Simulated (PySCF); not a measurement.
B3LYP has the VWN-RPA correlation part, as in Gaussian. 

Cartesian coordinates (Å):
SMILES: [SiH2]([SiH3])[SiH2][SiH3]
```xyz
14

Si     2.1954     0.4320     0.7758
Si     1.0680    -0.0720    -1.2168
Si    -1.0039    -1.0497    -0.7191
Si    -2.2426     0.3945     0.6505
H      3.5392     1.0011     0.5111
H      2.3510    -0.8007     1.5860
H      1.4071     1.4134     1.5598
H      1.8950    -0.9814    -2.0516
H      0.8406     1.1807    -1.9826
H     -0.7749    -2.3306    -0.0017
H     -1.7620    -1.3445    -1.9625
H     -2.4027     1.7058    -0.0238
H     -3.5875    -0.1569     0.9458
H     -1.5228     0.6082     1.9292
```
Charge 0, spin multiplicity 1.

**Question.** What LUMO, HOMO, HOMO–LUMO gap, total energy and dipole moment does PySCF 2.14.0 with B3LYP-D3(BJ)/def2-TZVP give?

**Answer.** 
The LUMO is -0.46 eV and the HOMO is -7.69 eV. The HOMO–LUMO gap is 7.23 eV and the total energy comes out as -1164.1224 Ha. The dipole moment is 0.031 e·Å.
